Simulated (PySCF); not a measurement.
Sn(H)(F)2(OH) (F2H2OSn), SMILES [SnH]([OH])([F])[F].

The structure is a stationary point at B3LYP-D3(BJ)/def2-SVP. The def2 effective core potentials stand for the cores of Sn; spin–orbit coupling is left out. Other conformers were not sampled.

Calculation: C-PCM-ωB97X/def2-SVP in PySCF.

The values are the electrostatic part of the solvation free energy, E(continuum) − E(gas) at the gas-phase geometry, in a cavity of scaled van der Waals radii (PySCF's table); cavitation and dispersion terms are not included. A continuum can't describe solvent molecules that bind to the metal. In vacuum the orbital gap is 12.45 eV. The dipole moment in vacuum is 1.81 D.

Computed values in water (ε = 78.36), ethanol (ε = 24.85), diethylether (ε = 4.24):
```tsv
solvent	ε	ΔG(elec) (kcal/mol)	dipole (D)	gap (eV)
water	78.36	-9.2	2.21	12.55
ethanol	24.85	-9.0	2.19	12.55
diethylether	4.24	-7.0	2.10	12.53
```
